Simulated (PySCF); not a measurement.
Atom-mapped SMILES (the numbers label the heavy atoms): `[N:1]#[C:2][C:3]1([F:4])[SiH2:5][CH2:6][CH2:7][CH2:8][SiH2:9]1`. Each H is labelled by its parent atom.

Fast rotation and ring inversion assumed for equivalent nuclei, a single conformation, no solvent model, non-relativistic Hamiltonian. Structure optimised with GFN2-xTB; shielding tensors at PBE0/pcSseg-1 (GIAO); PySCF.

Shifts are taken against calculated references (same method and geometry level): 13C (σref 186.93) and 1H (σref 31.72) and 29Si (σref 349.16) against TMS; NH3 for 15N (σref 267.73); 19F (σref 170.95) against CFCl3.

```json
{"atoms": "C6/C8", "nucleus": "13C", "count": "2", "δ (ppm)": "13.5"}
{"atoms": "Ha(Si5)/Hb(Si9)", "nucleus": "1H", "count": "2", "δ (ppm)": "4.65"}
{"atoms": "Ha(C6)/Hb(C8)", "nucleus": "1H", "count": "2", "δ (ppm)": "0.95"}
{"atoms": "Ha(C7)", "nucleus": "1H", "count": "1", "δ (ppm)": "2.41"}
{"atoms": "C2", "nucleus": "13C", "count": "1", "δ (ppm)": "?"}
{"atoms": "Hb(C7)", "nucleus": "1H", "count": "1", "δ (ppm)": "1.48"}
{"atoms": "C3", "nucleus": "13C", "count": "1", "δ (ppm)": "75.2"}
{"atoms": "Hb(Si5)/Ha(Si9)", "nucleus": "1H", "count": "2", "δ (ppm)": "4.41"}
{"atoms": "C7", "nucleus": "13C", "count": "1", "δ (ppm)": "25.1"}
{"atoms": "Hb(C6)/Ha(C8)", "nucleus": "1H", "count": "2", "δ (ppm)": "?"}
{"atoms": "N1", "nucleus": "15N", "count": "1", "δ (ppm)": "?"}
{"atoms": "Si5/Si9", "nucleus": "29Si", "count": "2", "δ (ppm)": "?"}
{"atoms": "F4", "nucleus": "19F", "count": "1", "δ (ppm)": "-263.4"}
```

Task: Fill in the missing shifts.

Result: 
- C2: 123.7 ppm, nitrile carbon; this is the usual window of a C≡N carbon, which has no attached hydrogen
- Hb(C6)/Ha(C8): 1.15 ppm, hydrogen on an sp3 CH2 bonded to Si
- N1: 328.5 ppm, nitrile nitrogen
- Si5/Si9: -30.6 ppm, silicon bonded to 2 C, 2 H, in a 6-membered ring

Shifts are as computed. Against solution values, carbons near 30 ppm lie about +3 ppm off and those near 130 ppm about +5 ppm. Of 1211 compounds with measured shifts, 218 miss one by over three times the rms of a fit or turn the order of signals round; such compounds aren't used in these exercises. Unscaled 19F shifts against computed CFCl3 carry errors that often reach 10 to 50 ppm. Experimental scales use liquid or dissolved standards, which lie at an offset from isolated NH3 (liquid NH3: subtract about 20 ppm). Unscaled 15N shifts of sp2 nitrogen come out 20 to 40 ppm too high even then.
